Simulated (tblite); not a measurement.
Scan of H₂B (cation, charge +1), singlet: map of symmetric stretch and bend. Scanned: B-H bond length and H-B-H angle.

Cartesian coordinates as functions of the variables (Å; names that start with a are angles):
```
B  0  0  0
H  r*sin(a/2)  0  r*cos(a/2)
H  -r*sin(a/2)  0  r*cos(a/2)
```

Computed with GFN2-xTB, 300 K electronic temperature in tblite.

Energy in mEh above the lowest grid point; x is the B-H bond length (Å), y the H-B-H angle (°).

| y \ x | 0.99 | 1.06 | 1.11 | 1.17 | 1.23 | 1.30 | 1.36 | 1.41 | 1.45 | 1.53 | 1.58 |
|---|---|---|---|---|---|---|---|---|---|---|---|
| 180 | 46.2 | 14.7 | 4.1 | 0.0 | 2.2 | 9.8 | 19.2 | 28.3 | 36.2 | 53.3 | 64.5 |
| 168.44 | 46.6 | 15.0 | 4.4 | 0.3 | 2.4 | 10.0 | 19.4 | 28.5 | 36.5 | 53.6 | 64.8 |
| 160.57 | 47.3 | 15.7 | 5.0 | 0.8 | 2.9 | 10.5 | 19.9 | 29.1 | 37.0 | 54.1 | 65.4 |
| 152.13 | 48.6 | 16.9 | 6.1 | 1.9 | 4.0 | 11.6 | 20.9 | 30.1 | 38.0 | 55.2 | 66.4 |
| 138.34 | 52.6 | 20.6 | 9.7 | 5.3 | 7.2 | 14.7 | 24.1 | 33.2 | 41.2 | 58.3 | 69.6 |
| 131.22 | 55.9 | 23.6 | 12.6 | 8.0 | 9.9 | 17.3 | 26.6 | 35.7 | 43.6 | 60.7 | 72.0 |
| 120.05 | 63.1 | 30.3 | 19.0 | 14.2 | 15.9 | 23.1 | 32.2 | 41.2 | 49.0 | 66.0 | 77.2 |
| 111.58 | 70.6 | 37.4 | 25.9 | 20.8 | 22.2 | 29.1 | 38.0 | 46.8 | 54.6 | 71.3 | 82.4 |
| 98.01 | 87.4 | 53.3 | 41.2 | 35.4 | 36.2 | 42.5 | 50.9 | 59.3 | 66.8 | 82.9 | 93.6 |
| 91.40 | 98.1 | 63.5 | 51.0 | 44.9 | 45.3 | 51.2 | 59.2 | 67.4 | 74.6 | 90.2 | 100.7 |
| 77.71 | 126.9 | 91.1 | 77.7 | 70.6 | 70.1 | 74.9 | 82.0 | 89.4 | 95.9 | 110.4 | 120.1 |
| 70 | 147.6 | 111.0 | 97.1 | 89.4 | 88.3 | 92.3 | 98.8 | 105.7 | 111.8 | 125.5 | 134.7 |

Points that lie below all their neighbours on the grid: x = 1.17, y = 180 on the edge of the grid (0.0 mEh).
